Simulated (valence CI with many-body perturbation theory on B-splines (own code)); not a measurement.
**Nd XX: calculated level list**

Level of theory: relativistic CI+MBPT: five valence electrons over a frozen Dirac-Fock core [Kr], radial functions for each j: 7 s, 7 p, 8 d, 6 f, 4 g, 1 h, with the one-electron correlation potential Σ1 (screened to all orders), the two-electron term Σ2, the three-electron term Σ3, Breit, model QED; selected single and double excitations, second order for the rest, scaled by the run's own slope (own B-spline code, finite nucleus).

No measured levels were compared; by estimate terms of the open shell hold to 2 to 4 % of their energy, and close levels can change places. Among the levels kept, up to 600 cm⁻¹ of a level comes from second order outside the variational space, and about a tenth of that is noise between levels of different J, which matters for small intervals. Only levels of the ground parity were solved; by the run's estimate the other parity begins above the list, which can be wrong where configurations are misplaced.

Levels 1 to 32 of 32, with energies above the lowest level, (4d3/2^4 4d5/2) J=5/2 [a]. "Leading %" is the weight of the configuration and term that name the level; weights of strongly mixed levels are sums over their largest components and can fall short, so below about 35 % the name and the second component can differ from the true leading terms, or belong to a minority configuration. In the jj column 3d3/2^4 stands for four electrons in 3d with j = 3/2.

| No. | Configuration | Term | J | E (cm⁻¹) | Leading % | g | Leading jj | Second component |
| --- | --- | --- | --- | --- | --- | --- | --- | --- |
| 1 | 4d5 | 6S | 5/2 | 0.0 | 67 | 1.826 | 4d3/2^4 4d5/2 (39 %) | 23 % 4d5 4P |
| 2 | 4d5 | 4G | 5/2 | 35681 | 26 | 1.090 | 4d3/2^4 4d5/2 (53 %) | 24 % 4d5 2F |
| 3 | 4d5 | 4G | 7/2 | 54987 | 52 | 1.123 | 4d3/2^3 4d5/2^2 (92 %) | 18 % 4d5 4D |
| 4 | 4d5 | 4D | 3/2 | 57345 | 46 | 1.306 | 4d3/2^3 4d5/2^2 (91 %) | 37 % 4d5 4P |
| 5 | 4d5 | 4G | 11/2 | 58939 | 62 | 1.183 | 4d3/2^3 4d5/2^2 (84 %) | 26 % 4d5 2H |
| 6 | 4d5 | 4G | 5/2 | 63329 | 35 | 1.094 | 4d3/2^3 4d5/2^2 (56 %) | 33 % 4d5 4D |
| 7 | 4d5 | 4G | 9/2 | 63427 | 68 | 1.163 | 4d3/2^3 4d5/2^2 (70 %) | 14 % 4d5 4F |
| 8 | 4d5 | 4P | 1/2 | 68864 | 57 | 1.756 | 4d3/2^3 4d5/2^2 (65 %) | 30 % 4d5 4D |
| 9 | 4d5 | 4D | 7/2 | 78985 | 37 | 1.209 | 4d3/2^3 4d5/2^2 (52 %) | 21 % 4d5 4G |
| 10 | 4d5 | 2D | 5/2 | 83322 | 37 | 1.233 | 4d3/2^3 4d5/2^2 (49 %) | 16 % 4d5 4P |
| 11 | 4d5 | 2F | 7/2 | 90807 | 30 | 1.161 | 4d3/2^2 4d5/2^3 (58 %) | 26 % 4d5 4D |
| 12 | 4d5 | 2I | 11/2 | 91961 | 64 | 1.033 | 4d3/2^2 4d5/2^3 (87 %) | 28 % 4d5 4G |
| 13 | 4d5 | 4D | 1/2 | 95723 | 68 | 0.789 | 4d3/2^2 4d5/2^3 (88 %) | 24 % 4d5 4P |
| 14 | 4d5 | 2D | 3/2 | 96106 | 47 | 0.949 | 4d3/2^2 4d5/2^3 (48 %) | 31 % 4d5 4D |
| 15 | 4d5 | 2G | 9/2 | 97888 | 47 | 1.152 | 4d3/2^2 4d5/2^3 (71 %) | 28 % 4d5 4G |
| 16 | 4d5 | 4P | 3/2 | 101400 | 45 | 1.069 | 4d3/2^2 4d5/2^3 (84 %) | 44 % 4d5 4F |
| 17 | 4d5 | 2I | 13/2 | 102110 | 99 | 1.075 | 4d3/2^2 4d5/2^3 (99 %) |  |
| 18 | 4d5 | 2F | 5/2 | 106580 | 38 | 1.013 | 4d3/2^2 4d5/2^3 (77 %) | 19 % 4d5 4F |
| 19 | 4d5 | 2H | 9/2 | 118470 | 51 | 1.108 | 4d3/2^2 4d5/2^3 (98 %) | 46 % 4d5 4F |
| 20 | 4d5 | 2G | 7/2 | 121480 | 61 | 0.994 | 4d3/2^2 4d5/2^3 (95 %) | 31 % 4d5 2F |
| 21 | 4d5 | 4F | 5/2 | 122730 | 45 | 1.056 | 4d3/2^2 4d5/2^3 (75 %) | 25 % 4d5 2F |
| 22 | 4d5 | 2D | 3/2 | 130410 | 72 | 0.766 | 4d3/2^2 4d5/2^3 (46 %) | 21 % 4d5 4F |
| 23 | 4d5 | 2F | 5/2 | 131340 | 36 | 1.159 | 4d3/2 4d5/2^4 (61 %) | 25 % 4d5 4P |
| 24 | 4d5 | 2F | 7/2 | 135300 | 59 | 1.076 | 4d3/2^2 4d5/2^3 (68 %) | 29 % 4d5 2G |
| 25 | 4d5 | 2S | 1/2 | 137410 | 67 | 1.911 | 4d3/2^2 4d5/2^3 (46 %) | 17 % 4d5 4P |
| 26 | 4d5 | 4F | 7/2 | 145140 | 42 | 1.194 | 4d3/2 4d5/2^4 (88 %) | 29 % 4d5 2F |
| 27 | 4d5 | 2G | 9/2 | 146540 | 51 | 1.096 | 4d3/2^2 4d5/2^3 (56 %) | 28 % 4d5 2H |
| 28 | 4d5 | 2H | 11/2 | 150500 | 66 | 1.066 | 4d3/2 4d5/2^4 (95 %) | 24 % 4d5 2I |
| 29 | 4d5 | 2D | 3/2 | 157820 | 69 | 0.851 | 4d3/2 4d5/2^4 (66 %) | 15 % 4d5 4D |
| 30 | 4d5 | 2D | 5/2 | 166930 | 65 | 1.114 | 4d3/2 4d5/2^4 (78 %) | 25 % 4d5 2F |
| 31 | 4d5 | 2G | 9/2 | 172340 | 89 | 1.110 | 4d3/2 4d5/2^4 (51 %) | 4 % 4d5 2H |
| 32 | 4d5 | 2D | 5/2 | 176040 | 52 | 1.102 | 4d5/2^5 (46 %) | 28 % 4d5 2F |

Where two levels of one J and parity lie close, their mixing, g and order are uncertain.

The ionisation energy to 4d4 5D_0 of the next ion comes out as 562.29 eV (NIST: 562 ± 4 eV (theoretical)). All 32 levels together are meant to be complete up to 179610 cm⁻¹.
